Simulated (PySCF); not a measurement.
PySCF job for C2H7FSi3, SMILES C(#C[SiH2]F)[SiH2][SiH3], PBE-D3(BJ)/def2-SVP. The structure is a stationary point at PBE-D3(BJ)/def2-SVP. The structure was generated by enumeration, and PubChem lists no compound with its InChIKey, so it may never have been made.

```python
import numpy as np
from pyscf import gto, scf, dft, df
from pyscf.hessian import thermo

mol = gto.M(
    atom='''
    F     2.99291515    1.43499261    0.99228199
    Si    2.90116651   -0.07703639    0.36855900
    C     1.15588465   -0.46662184   -0.02548725
    C    -0.01830691   -0.74830703   -0.29854365
    Si   -1.79023051   -1.08242663   -0.67492326
    Si   -3.02762434    0.83520975   -0.09175383
    H     3.40965765   -1.03902981    1.39721827
    H     3.71885814   -0.11629822   -0.88522841
    H    -1.93204197   -1.38967155   -2.14094574
    H    -2.24442769   -2.27813103    0.11736241
    H    -2.85324431    1.11957716    1.37446207
    H    -2.53993633    2.01098122   -0.89225227
    H    -4.48693132    0.60675764   -0.38331556
    ''',
    basis='def2-SVP',
    charge=0,
    spin=0,
    max_memory=1600,
    verbose=3,
)
mf = dft.RKS(mol, xc='pbe').density_fit(auxbasis='def2-universal-jkfit')
mf.disp = 'd3bj'
mf.grids.level = 3
mf.conv_tol = 1e-11
mf.max_cycle = 100
mf.kernel()

# [left out here: the lines that compute and print the analytic Hessian (its translational invariance restored by hand, since the grid's response is missing), thermochemistry and intensities]
```

Output:

```
converged SCF energy = -1047.67821365839

WARN: DFTD3 does not support analytical Hessian, using finite difference


WARN: Mole.unit (angstrom) is changed to Bohr

Mode                                 0                   1                   2
Irrep
Freq [cm^-1]                        8.9565             40.2258             83.7657
Reduced mass [au]                   3.6159              6.9624              1.3391
Force const [Dyne/A]                0.0002              0.0066              0.0055
Char temp [K]                      12.8865             57.8760            120.5202
Normal mode                   x     y     z       x     y     z       x     y     z
       0   F                -0.02 -0.05  0.12    0.12 -0.03  0.00   -0.00 -0.00  0.01
       1  Si                 0.01  0.03 -0.08    0.03 -0.02 -0.00   -0.00 -0.01  0.04
       2   C                 0.00  0.01 -0.02    0.00  0.06  0.03    0.01  0.03 -0.08
       3   C                -0.00 -0.00  0.01   -0.00  0.08  0.03    0.01  0.04 -0.09
       4  Si                -0.01 -0.02  0.06    0.01  0.03  0.01   -0.00 -0.00  0.01
       5  Si                 0.01  0.02 -0.05   -0.11 -0.04 -0.03   -0.00 -0.00  0.01
       6   H                 0.12 -0.09 -0.24   -0.00 -0.05 -0.02   -0.12 -0.01  0.10
       7   H                -0.07  0.24 -0.13    0.00 -0.05 -0.02    0.10 -0.07  0.10
       8   H                -0.03 -0.12  0.08    0.04  0.01  0.01   -0.09 -0.08  0.04
       9   H                -0.00  0.03  0.15    0.04  0.01  0.01    0.07  0.03  0.10
      10   H                 0.03  0.12 -0.07   -0.17 -0.01 -0.03    0.37  0.26 -0.09
      11   H                -0.00 -0.04 -0.14   -0.17 -0.01 -0.03   -0.31 -0.10 -0.32
      12   H                 0.00  0.00 -0.01   -0.09 -0.14 -0.07   -0.06 -0.17  0.44
Mode                                 3                   4                   5
Irrep
Freq [cm^-1]                      113.9859            117.3472            250.5723
Reduced mass [au]                   6.7606              1.9480              8.0331
Force const [Dyne/A]                0.0518              0.0158              0.2972
Char temp [K]                     164.0003            168.8364            360.5177
Normal mode                   x     y     z       x     y     z       x     y     z
       0   F                -0.11 -0.00 -0.02   -0.01  0.00 -0.01    0.10  0.04  0.03
       1  Si                 0.05 -0.02  0.00    0.01  0.01 -0.03   -0.01  0.05  0.02
       2   C                 0.08 -0.11 -0.04   -0.01 -0.06  0.13    0.01 -0.08 -0.03
       3   C                 0.05 -0.02 -0.01   -0.01 -0.04  0.11    0.03 -0.17 -0.07
       4  Si                 0.03  0.06  0.03    0.01  0.02 -0.05   -0.03 -0.00 -0.00
       5  Si                -0.07  0.01 -0.00   -0.00  0.00 -0.00   -0.03  0.03  0.01
       6   H                 0.09  0.03  0.03    0.17  0.02 -0.10   -0.01  0.05  0.02
       7   H                 0.11  0.03  0.03   -0.13  0.07 -0.12   -0.02  0.05  0.01
       8   H                 0.00  0.05  0.03    0.12  0.14 -0.08   -0.13  0.02 -0.00
       9   H                 0.02  0.07  0.04   -0.08 -0.03 -0.18   -0.12  0.03 -0.01
      10   H                -0.16  0.03  0.00    0.27  0.16 -0.06   -0.09  0.05  0.01
      11   H                -0.12  0.05  0.01   -0.25 -0.04 -0.21   -0.08  0.05  0.01
      12   H                -0.03 -0.11 -0.08   -0.05 -0.13  0.31   -0.01 -0.06 -0.03
Mode                                 6                   7                   8
Irrep
Freq [cm^-1]                      294.4559            344.9634            363.4372
Reduced mass [au]                   2.5935              1.1830              3.6902
Force const [Dyne/A]                0.1325              0.0829              0.2872
Char temp [K]                     423.6565            496.3255            522.9051
Normal mode                   x     y     z       x     y     z       x     y     z
       0   F                -0.00 -0.00  0.01   -0.00 -0.00  0.00   -0.02 -0.03 -0.01
       1  Si                 0.00  0.00 -0.01    0.00  0.00 -0.00   -0.06 -0.02 -0.02
       2   C                 0.02  0.06 -0.15    0.01  0.02 -0.04   -0.04  0.11  0.04
       3   C                -0.02 -0.06  0.15   -0.01 -0.03  0.08    0.04 -0.10 -0.04
       4  Si                -0.00 -0.00  0.01    0.00  0.01 -0.03    0.06  0.05  0.03
       5  Si                -0.00  0.00 -0.00    0.00  0.01 -0.02    0.03 -0.02 -0.00
       6   H                -0.21 -0.03  0.07   -0.06 -0.01  0.02   -0.09 -0.06 -0.04
       7   H                 0.18 -0.05  0.12    0.06 -0.02  0.03   -0.09 -0.06 -0.04
       8   H                 0.17  0.26 -0.07    0.12 -0.43  0.06   -0.04  0.09  0.03
       9   H                -0.13 -0.13 -0.26   -0.17  0.29  0.30   -0.04  0.09  0.03
      10   H                -0.02  0.11 -0.02    0.17 -0.40  0.05   -0.16  0.05  0.01
      11   H                 0.03 -0.07 -0.08   -0.22  0.28  0.26   -0.15  0.05 -0.01
[...]
       1  Si                 0.04  0.03  0.02    0.00  0.00 -0.00    0.03  0.01  0.01
       2   C                -0.01 -0.01 -0.01   -0.00 -0.00  0.00   -0.00 -0.00 -0.00
       3   C                -0.01 -0.00 -0.00   -0.00 -0.00  0.00   -0.00 -0.01 -0.00
       4  Si                 0.00  0.00  0.00    0.00  0.00 -0.00   -0.02 -0.01 -0.01
       5  Si                 0.01  0.01  0.01    0.00  0.01 -0.03   -0.02 -0.00 -0.00
       6   H                -0.43 -0.07  0.15   -0.00  0.00  0.00   -0.32 -0.04  0.12
       7   H                -0.38  0.09 -0.25    0.00 -0.00  0.00   -0.28  0.08 -0.19
       8   H                 0.03  0.03 -0.01   -0.00 -0.02 -0.00    0.20  0.30 -0.09
       9   H                 0.02  0.01  0.03   -0.00  0.02  0.01    0.15  0.14  0.31
      10   H                -0.25 -0.36  0.11   -0.46  0.02  0.04    0.29  0.28 -0.09
      11   H                -0.18 -0.17 -0.37    0.44 -0.08  0.13    0.23  0.12  0.32
      12   H                -0.03  0.16  0.06   -0.09 -0.27  0.68    0.04 -0.24 -0.09
Mode                                24                  25                  26
Irrep
Freq [cm^-1]                      933.5919           2146.1241           2153.9064
Reduced mass [au]                   1.4829              5.0948              1.1124
Force const [Dyne/A]                0.7615             13.8258              3.0406
Char temp [K]                    1343.2309           3087.7948           3098.9917
Normal mode                   x     y     z       x     y     z       x     y     z
       0   F                 0.01  0.06  0.03    0.00  0.00  0.00   -0.00 -0.00 -0.00
       1  Si                -0.01 -0.08 -0.04    0.01  0.00  0.00   -0.00 -0.00 -0.00
       2   C                 0.01  0.02  0.01   -0.18 -0.04 -0.04    0.06  0.01  0.01
       3   C                 0.02  0.00  0.00    0.18  0.04  0.04   -0.06 -0.01 -0.01
       4  Si                -0.00 -0.00 -0.00   -0.01 -0.01 -0.00   -0.00 -0.01 -0.00
       5  Si                 0.00 -0.00 -0.00    0.00 -0.00 -0.00    0.02 -0.01 -0.00
       6   H                -0.09  0.37  0.42   -0.01  0.02 -0.02    0.00 -0.01  0.01
       7   H                -0.02  0.57 -0.06   -0.01  0.00  0.03    0.01 -0.00 -0.01
       8   H                -0.04 -0.03  0.01    0.01  0.04  0.21    0.03  0.05  0.30
       9   H                -0.03 -0.01 -0.03    0.06  0.17 -0.12    0.10  0.24 -0.17
      10   H                -0.01  0.01 -0.00    0.01  0.01  0.08    0.05  0.06  0.33
      11   H                -0.01  0.01  0.01    0.03  0.06 -0.04    0.12  0.26 -0.18
      12   H                -0.01  0.03  0.01   -0.12 -0.02 -0.02   -0.67 -0.11 -0.14
Mode                                27                  28                  29
Irrep
Freq [cm^-1]                     2159.3960           2162.7167           2173.2887
Reduced mass [au]                   1.0591              1.0513              1.0519
Force const [Dyne/A]                2.9096              2.8973              2.9272
Char temp [K]                    3106.8900           3111.6678           3126.8786
Normal mode                   x     y     z       x     y     z       x     y     z
       0   F                 0.00  0.00  0.00    0.00  0.00 -0.00   -0.00  0.00  0.00
       1  Si                 0.00 -0.00  0.00    0.00  0.00 -0.00   -0.00  0.00 -0.00
       2   C                -0.04 -0.01 -0.01    0.00 -0.00  0.00    0.01  0.00  0.00
       3   C                 0.04  0.01  0.01   -0.00 -0.00  0.00   -0.01 -0.00 -0.00
       4  Si                 0.01  0.02  0.01   -0.00 -0.01  0.03   -0.00 -0.00 -0.00
       5  Si                 0.01 -0.01 -0.00    0.00  0.00 -0.01   -0.03 -0.02 -0.01
       6   H                -0.01  0.02 -0.02    0.00 -0.00  0.00    0.00 -0.01  0.01
       7   H                -0.01  0.00  0.03   -0.00  0.00  0.00    0.01 -0.00 -0.01
       8   H                -0.05 -0.11 -0.57   -0.06 -0.14 -0.64    0.01  0.02  0.10
       9   H                -0.17 -0.45  0.31    0.20  0.53 -0.34    0.03  0.08 -0.05
      10   H                 0.04  0.05  0.29    0.02  0.04  0.18    0.05  0.09  0.51
      11   H                 0.10  0.23 -0.16   -0.06 -0.15  0.10    0.16  0.41 -0.29
      12   H                -0.29 -0.05 -0.06    0.00  0.00 -0.00    0.60  0.09  0.12
Mode                                30                  31                  32
Irrep
Freq [cm^-1]                     2180.0459           2199.2545           2203.7764
Reduced mass [au]                   1.0524              1.0313              1.0540
Force const [Dyne/A]                2.9469              2.9389              3.0161
Char temp [K]                    3136.6006           3164.2376           3170.7436
Normal mode                   x     y     z       x     y     z       x     y     z
       0   F                 0.00  0.00 -0.00   -0.00  0.00 -0.00   -0.00 -0.00  0.00
       1  Si                 0.00  0.00 -0.00   -0.02  0.02  0.00   -0.00 -0.01  0.04
       2   C                 0.00  0.00 -0.00   -0.01 -0.00 -0.00   -0.00 -0.00  0.00
       3   C                 0.00  0.00 -0.00    0.01  0.00  0.00   -0.00 -0.00  0.00
       4  Si                -0.00 -0.00  0.01    0.00  0.00  0.00   -0.00 -0.00  0.00
       5  Si                -0.00 -0.01  0.03    0.00 -0.00  0.00   -0.00 -0.00  0.00
       6   H                 0.00 -0.01  0.01    0.23 -0.44  0.48   -0.24  0.44 -0.47
       7   H                -0.00  0.00  0.01    0.37 -0.01 -0.59    0.38 -0.02 -0.57
       8   H                -0.02 -0.04 -0.18   -0.00 -0.00 -0.02   -0.00 -0.00 -0.00
       9   H                 0.06  0.15 -0.10   -0.01 -0.02  0.01    0.00  0.00 -0.00
      10   H                -0.08 -0.13 -0.65    0.00  0.00  0.00   -0.00 -0.00 -0.01
      11   H                 0.22  0.52 -0.35    0.00  0.00 -0.00    0.00  0.01 -0.00
      12   H                -0.00 -0.00  0.01   -0.02 -0.00 -0.00    0.00  0.00  0.00
temperature 298.1500 [K]
pressure 101325.00 [Pa]
Rotational constants [GHz] 3.70327 0.57859 0.50965
Symmetry number 1
Zero-point energy (ZPE) 0.06999 [Eh]   183746.990 [J/mol]
                           tot       elec      trans        rot        vib
Entropy [J/mol/K]       439.935      0.000    169.861    125.796    144.277
Cv [J/mol/K]            147.194      0.000     12.472     12.472    122.250
Cp [J/mol/K]            155.508      0.000     20.786     12.472    122.250
Internal energy [J/mol]                      3718.434   3718.434 203404.037
Internal energy [Eh]   -1047.59791  -1047.67821
Enthalpy [J/mol]                             6197.391   3718.434 203404.037
Enthalpy [Eh]          -1047.59696
Gibbs free energy [J/mol]                  -44446.657 -33787.709 160387.719
Gibbs free energy [Eh] -1047.64692
mode   freq/cm-1   IR/(km/mol)
   1        8.96         1.016
   2       40.23         0.195
   3       83.77         0.565
   4      113.99         2.882
   5      117.35         1.211
   6      250.57        10.718
   7      294.46         0.273
   8      344.96        15.833
   9      363.44         6.163
  10      400.91         5.424
  11      450.52        18.114
  12      514.05        12.030
  13      568.27         1.389
  14      635.64        76.780
  15      702.82        14.631
  16      713.54         2.776
  17      740.41       410.886
  18      797.74       161.731
  19      832.19        78.077
  20      843.93        14.313
  21      884.30       158.941
  22      898.40       299.408
  23      899.68        31.152
  24      907.90         9.004
  25      933.59       190.321
  26     2146.12        32.200
  27     2153.91        44.800
  28     2159.40        67.562
  29     2162.72        30.780
  30     2173.29        88.106
  31     2180.05        96.887
  32     2199.25        89.481
  33     2203.78       111.033
max |gradient| / (hartree/bohr): 0.00011559126042421755
APT charges: [-0.611   1.7182 -0.6282 -0.3857  0.9546  0.6454 -0.2833 -0.2833 -0.2443
 -0.2444 -0.2071 -0.2071 -0.2238]
```

The run converged.

Cost: around 3 core-minutes (rough).
